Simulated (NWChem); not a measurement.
# C2H5BO2; SMILES BOC(C)=O

```xyz
10

B     -0.0626    -2.0109    -0.1475
H      0.9649    -2.1163    -0.7421
H     -0.7460    -2.9366     0.1691
O     -0.5618    -0.7782     0.1828
C      0.1506     0.4026    -0.0044
C     -0.7882     1.5761    -0.0963
O      1.3502     0.4406    -0.0437
H     -0.2185     2.4958    -0.2316
H     -1.3917     1.6384     0.8157
H     -1.4822     1.4359    -0.9322
```
Atoms are numbered in this order, from 1.

Level: B3LYP/6-31G* (spherical d) (NWChem), optimised geometry, unscaled harmonic frequencies. 

```
frequency (cm⁻¹)  IR intensity (km/mol)
----------------  ---------------------
85                                  2.5
124                                 0.2
261                                 2.3
316                                 2.0
418                                 1.2
603                                 3.4
623                                14.6
793                                26.8
1003                               43.7
1042                               27.7
1060                               66.2
1082                               13.2
1174                                9.0
1246                              444.3
1328                              258.0
1425                               44.6
1497                               13.3
1503                                8.5
1875                              213.0
2639                              105.5
2738                              126.2
3070                                0.9
3130                                3.9
3186                                6.5
```

```
Quantity                                                                           Result
-----------------------------------------------------------------------  ----------------
zero-point energy                                                           46.0 kcal/mol
thermal correction to the enthalpy at 298.15 K (with zero-point energy)     50.4 kcal/mol
heat capacity Cv                                                         19.5 cal/(mol K)
entropy at 298.15 K and 1 atm (symmetry number 1)                        76.2 cal/(mol K)
dipole moment                                                                      2.23 D
```

Rigid rotor and harmonic oscillator; modes under 100 cm⁻¹ make the entropy uncertain.
